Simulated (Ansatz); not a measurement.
A geometry relaxed with CAM-B3LYP-D3(BJ)/def2-TZVP (Ansatz, a program for electronic structure), charge 0, multiplicity 1:

```xyz
15

H      1.3539    -1.5412     0.1197
H      3.4439    -0.6858    -1.0798
H     -1.0113    -1.2015     0.1267
C      2.9524    -0.0918    -0.3056
C     -0.8844    -0.1552    -0.1402
C      1.5320    -0.5029    -0.1472
H     -1.8320     1.6495    -0.5556
B     -3.3758     0.0269    -0.0881
H     -4.3598     0.6890    -0.2147
H      3.5103    -0.2612     0.6184
H     -3.4875    -1.1260     0.2052
H      0.6266     1.3377    -0.5730
C      0.4783     0.2954    -0.3061
H      3.0383     0.9608    -0.5721
C     -1.9848     0.6064    -0.2882
```

Task: Write the SMILES of this molecule.

Result: `B/C=C/C=C/C`
